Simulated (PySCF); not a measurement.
Simulation results for CH7GeNSi, CH3GeO2, CH4GeOSi

Calculation on a computer-drawn molecule: the log of a Hartree-Fock and frozen-core CCSD(T) single point meant for a local Hartree-Fock minimum, with one planted fault or none, to be diagnosed. Offsets are logged minus clean, where the clean run is the same molecule without the fault. The reference is restricted for singlets and unrestricted otherwise, and also for a bond in bohr or an excited solution. Adding or removing an electron swaps singlet and doublet. The excited solution moves the top pair (singlet) or top alpha electron (doublet) to the lowest empty orbital. Highest occupied and lowest empty are orbital energies over both spins, largest force is the largest gradient component, triples share is (T) over the correlation energy, the T1 limit is 0.02 restricted and 0.045 unrestricted, electrons count all cores, a negative frequency is imaginary (commonest isotopes), and the dipole is about the centre of nuclear charge; on germanium a core potential holds 10 electrons, which the energies leave out, and 3d is frozen in MP2 and coupled-cluster steps. Program: PySCF 2.14.0.

Common to all runs: meant multiplicity 1; logged SCF converged yes; possible faults no fault, one electron removed, one electron added, multiplicity raised by two, geometry at a saddle point, SCF held on an excited solution, minimal basis STO-3G, one bond length entered in bohr, all coordinates scaled.

(1) CH7GeNSi

Logged structure:
```xyz
11
CH7GeNSi
C      0.1149    -0.8345     0.1008
Ge    -0.2956     0.5153    -0.9551
N      0.1417     0.5371    -2.7281
Si    -1.5229     2.4512    -0.2899
H      0.6712    -1.7018    -0.2339
H     -0.2345    -0.8423     1.1257
H      0.7705    -0.1885    -3.0257
H      0.4623     1.4172    -3.0912
H     -0.7450     3.6696    -0.6128
H     -1.7573     2.3792     1.1678
H     -2.8146     2.5052    -1.0088
```

| Property | Result |
| --- | --- |
| meant charge | 0 |
| meant basis | cc-pV(D+d)Z |
| meant basis and core potential on germanium | cc-pVDZ-PP ECP10MDF |
| logged electrons | 66 |
| logged basis functions | 109 |
| logged spin squared | 0 |
| logged highest occupied | -3.0449 eV |
| logged lowest empty | -2.6254 eV |
| logged largest force | 0.20784 hartree/bohr |
| logged CC converged | no |
| logged dipole magnitude | 6.0774 debye |
| logged SCF stable within its kind | no |
| logged energy HF | -678.29706 hartree |
| planted fault | SCF held on an excited solution |
| HF energy offset from clean run | 227.3 kcal/mol |

Drawn bonds:
```csv
atom,other atom,order
1,2,2
2,3,1
2,4,1
1,5,1
1,6,1
3,7,1
3,8,1
4,9,1
4,10,1
4,11,1
```

Notes: CCSD not converged.

(2) CH3GeO2

Logged structure:
```xyz
7
CH3GeO2
C     -1.8770    -0.0664    -0.9297
Ge    -0.2340    -0.3068    -0.0777
O      1.3377     0.4141    -0.0835
O     -0.2746    -1.7403     1.1439
H     -2.0155     0.7519    -1.6904
H     -2.7488    -0.7380    -0.6918
H      0.6207    -1.7998     1.5464
```

| Property | Result |
| --- | --- |
| meant charge | -1 |
| meant basis | aug-cc-pVDZ |
| meant basis and core potential on germanium | aug-cc-pVDZ-PP ECP10MDF |
| logged electrons | 58 |
| logged basis functions | 128 |
| logged spin squared | 0 |
| logged highest occupied | -3.1625 eV |
| logged lowest empty | 4.01 eV |
| logged largest force | 0.046558 hartree/bohr |
| logged T1 diagnostic | 0.021602 |
| logged D1 diagnostic | 0.067628 |
| logged triples share | 0.040531 |
| logged CC converged | yes |
| logged dipole magnitude | 2.0311 debye |
| logged SCF stable within its kind | yes |
| logged energy HF | -482.72612 hartree |
| logged energy CCSD(T) | -483.44954 hartree |
| planted fault | all coordinates scaled, by +4.2 % |
| HF energy offset from clean run | 8.469 kcal/mol |
| CCSD(T) energy offset from clean run | -1.073 kcal/mol |

Drawn bonds:
```csv
atom,other atom,order
1,2,2
2,3,1
2,4,1
1,5,1
1,6,1
4,7,1
```

Notes: T1 above single-reference limit.

(3) CH4GeOSi

Logged structure:
```xyz
8
CH4GeOSi
C      0.7972     0.3060     0.4554
Ge    -0.8505     0.6318     0.4949
O     -1.2594     2.2618     0.3069
Si    -2.5280    -0.8945     0.7731
H      1.5181     1.0280     0.3274
H      1.1193    -0.6638     0.5634
H     -2.1393     2.4362     0.3279
H     -1.5436    -1.9327     0.8574
```

| Quantity | Value |
| --- | --- |
| meant charge | 0 |
| meant basis | cc-pV(D+d)Z |
| meant basis and core potential on germanium | cc-pVDZ-PP ECP10MDF |
| logged electrons | 64 |
| logged basis functions | 94 |
| logged spin squared | 0 |
| logged highest occupied | -8.2821 eV |
| logged lowest empty | -0.50407 eV |
| logged largest force | 0.064032 hartree/bohr |
| logged T1 diagnostic | 0.020682 |
| logged D1 diagnostic | 0.07664 |
| logged triples share | 0.033866 |
| logged CC converged | yes |
| logged dipole magnitude | 1.5876 debye |
| logged SCF stable within its kind | yes |
| logged energy HF | -697.25415 hartree |
| logged energy CCSD(T) | -697.8087 hartree |
| planted fault | all coordinates scaled, by -5.1 % |
| HF energy offset from clean run | 15.18 kcal/mol |
| CCSD(T) energy offset from clean run | 22.88 kcal/mol |

Drawn bonds:
```csv
atom,other atom,order
1,2,2
2,3,1
2,4,1
1,5,1
1,6,1
3,7,1
4,8,1
```

Notes: T1 above single-reference limit.

(4) CH4GeOSi

Logged structure:
```xyz
8
CH4GeOSi
C      0.8401     0.3225     0.4798
Ge    -0.8962     0.6657     0.5215
O     -1.3271     2.3833     0.3234
Si    -2.6639    -0.9425     0.8146
H      1.5996     1.0833     0.3450
H      1.1794    -0.6995     0.5937
H     -2.2543     2.5671     0.3456
H     -0.7036    -3.0099     0.9826
```

| Property | Result |
| --- | --- |
| meant charge | 0 |
| meant basis | cc-pV(D+d)Z |
| meant basis and core potential on germanium | cc-pVDZ-PP ECP10MDF |
| logged electrons | 64 |
| logged basis functions | 94 |
| logged spin squared | 1.6499 |
| logged highest occupied | -7.6512 eV |
| logged lowest empty | -0.25553 eV |
| logged largest force | 0.081278 hartree/bohr |
| logged T1 diagnostic | 0.06104 |
| logged D1 diagnostic | 0.29521 |
| logged triples share | 0.039584 |
| logged CC converged | yes |
| logged dipole magnitude | 1.0885 debye |
| logged SCF stable within its kind | yes |
| logged energy HF | -697.21059 hartree |
| logged energy CCSD(T) | -697.74039 hartree |
| planted fault | one bond length entered in bohr, row 7 of the drawn bonds |
| HF energy offset from clean run | 42.51 kcal/mol |
| CCSD(T) energy offset from clean run | 65.74 kcal/mol |

Drawn bonds:
```csv
atom,other atom,order
1,2,2
2,3,1
2,4,1
1,5,1
1,6,1
3,7,1
4,8,1
```

Notes: T1 above single-reference limit.
